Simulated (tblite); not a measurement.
Species: C3H9BSSi.
Atom-mapped SMILES: `[CH3:1][B:2]1[CH2:3][SiH2:4][S:5][CH2:6]1` (hydrogens: H7, H8, H9 on C1; H10, H11 on C3; H12, H13 on Si4; H14, H15 on C6)

Computed with GFN2-xTB (tblite), gas phase: L-BFGS steps from a force-field or distance-geometry start until the largest atomic force falls under 0.01 eV/Å.

At the end of the run (lengths in Å): C1–B2 1.573, C1–H9 1.091, S5–C6 1.846, B2–C3 1.571, Si4–S5 2.142, C1–H8 1.088, C3–H10 1.089, B2–C6–S5 113.7°, B2–C3–Si4 108.6°, C3–B2–C6 116.3°, C1–B2–C3 123.5°, C1–B2–C3–Si4 -151°, B2–C3–Si4–S5 -23°, C3–Si4–S5–C6 14°, H14–C6–B2–C1 -78°, H10–C3–B2–C1 -24°.

Problem. These geometries were met on the way; a selection of coordinates is given. Order them by energy above the end point, lowest first.
A. C1–B2 1.589, C1–H9 1.094, S5–C6 1.862, B2–C3 1.570, Si4–S5 2.167, C1–H8 1.091, C3–H10 1.087, B2–C6–S5 94.0°, B2–C3–Si4 91.7°, C3–B2–C6 113.6°, C1–B2–C3 121.1°, C1–B2–C3–Si4 -87°, B2–C3–Si4–S5 -28°, C3–Si4–S5–C6 -5°, H14–C6–B2–C1 -168°, H10–C3–B2–C1 32°
B. C1–B2 1.568, C1–H9 1.085, S5–C6 1.877, B2–C3 1.552, Si4–S5 2.171, C1–H8 1.086, C3–H10 1.075, B2–C6–S5 95.7°, B2–C3–Si4 94.7°, C3–B2–C6 111.7°, C1–B2–C3 120.9°, C1–B2–C3–Si4 -81°, B2–C3–Si4–S5 -29°, C3–Si4–S5–C6 -4°, H14–C6–B2–C1 -171°, H10–C3–B2–C1 34°
C. C1–B2 1.571, C1–H9 1.092, S5–C6 1.863, B2–C3 1.564, Si4–S5 2.164, C1–H8 1.088, C3–H10 1.086, B2–C6–S5 96.7°, B2–C3–Si4 92.5°, C3–B2–C6 113.7°, C1–B2–C3 123.2°, C1–B2–C3–Si4 -96°, B2–C3–Si4–S5 -30°, C3–Si4–S5–C6 -2°, H14–C6–B2–C1 -155°, H10–C3–B2–C1 21°
D. C1–B2 1.613, C1–H9 1.123, S5–C6 1.821, B2–C3 1.601, Si4–S5 2.147, C1–H8 1.109, C3–H10 1.109, B2–C6–S5 98.8°, B2–C3–Si4 97.7°, C3–B2–C6 109.2°, C1–B2–C3 118.2°, C1–B2–C3–Si4 -76°, B2–C3–Si4–S5 -29°, C3–Si4–S5–C6 -4°, H14–C6–B2–C1 -172°, H10–C3–B2–C1 41°
E. C1–B2 1.573, C1–H9 1.089, S5–C6 1.855, B2–C3 1.560, Si4–S5 2.153, C1–H8 1.088, C3–H10 1.085, B2–C6–S5 103.9°, B2–C3–Si4 98.0°, C3–B2–C6 113.3°, C1–B2–C3 122.4°, C1–B2–C3–Si4 -111°, B2–C3–Si4–S5 -31°, C3–Si4–S5–C6 4°, H14–C6–B2–C1 -132°, H10–C3–B2–C1 11°

Solution. E (0.063 eV), C (0.105 eV), A (0.178 eV), B (0.293 eV), D (0.588 eV).

```tsv
step	E above end (eV)	rms distance from the end, all atoms (Å)	largest force (eV/Å)	rms shift of all bonds from the end (Å)
26	0.063	0.625	0.171	0.006
20	0.105	0.802	0.215	0.008
9	0.178	0.908	0.216	0.010
2	0.293	0.935	0.453	0.015
0	0.588	0.944	1.827	0.020
```

Rows stand in the order of the answer.
